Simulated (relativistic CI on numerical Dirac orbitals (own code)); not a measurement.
# Ligand-field terms of d9

Computed with a parametric ligand-field model of a d^n configuration (Racah B and C, spin-orbit zeta, crystal field), exact diagonalisation.

Field parameters in Wybourne normalisation: D3d B²₀ = −7Dσ, B⁴₀ = −14Dq − 21Dτ, B⁴₃ = −14√(10/7) Dq; D4h B²₀ = −7Ds, B⁴₀ = 21(Dq − Dt), B⁴₄ = 21√(5/14) Dq; Oh B⁴₀ = 21Dq, B⁴₄ = √(5/14) B⁴₀. The field is a parameter set, without covalency.

Problem. Ground term and bands for B = 390, C = 1850, ζ = 0 cm⁻¹, D4h, 10Dq = 14250, Ds = -1500, Dt = 820 cm⁻¹?

Solution. Ground term 2A1 with 3.00 electrons in the two orbitals of the cubic e set. Spin-allowed: 2B1 1900 cm⁻¹, 2E 7550 cm⁻¹ (1325 nm), 2B2 16150 cm⁻¹ (619 nm). Lowest spin-forbidden: none.

Problem. Ground term and bands for B = 750, C = 3080, ζ = 0 cm⁻¹, D3d, 10Dq = 17350, Dσ = -1200, Dτ = -160 cm⁻¹?

Solution. Ground term 2E with 3.01 electrons in the two orbitals of the cubic e set. Spin-allowed: 2A1 13711 cm⁻¹ (729 nm), 2E 18473 cm⁻¹ (541 nm). Lowest spin-forbidden: none.

Problem. Ground term and bands for B = 860, C = 3600, ζ = 0 cm⁻¹, Oh, 10Dq = 31850 cm⁻¹?

Solution. Ground term 2E with 3.00 electrons in the two orbitals of the cubic e set. Spin-allowed: 2T2 31850 cm⁻¹ (314 nm). Lowest spin-forbidden: none.

Problem. Ground term and bands for B = 830, C = 3010, ζ = 0 cm⁻¹, D4h, 10Dq = 16700, Ds = -1500, Dt = -430 cm⁻¹?

Solution. Ground term 2A1 with 3.00 electrons in the two orbitals of the cubic e set. Spin-allowed: 2B1 8150 cm⁻¹ (1227 nm), 2E 22500 cm⁻¹ (444 nm), 2B2 24850 cm⁻¹ (402 nm). Lowest spin-forbidden: none.

Problem. Ground term and bands for B = 750, C = 2860, ζ = 0 cm⁻¹, Oh, 10Dq = 25300 cm⁻¹?

Solution. Ground term 2E with 3.00 electrons in the two orbitals of the cubic e set. Spin-allowed: 2T2 25300 cm⁻¹ (395 nm). Lowest spin-forbidden: none.
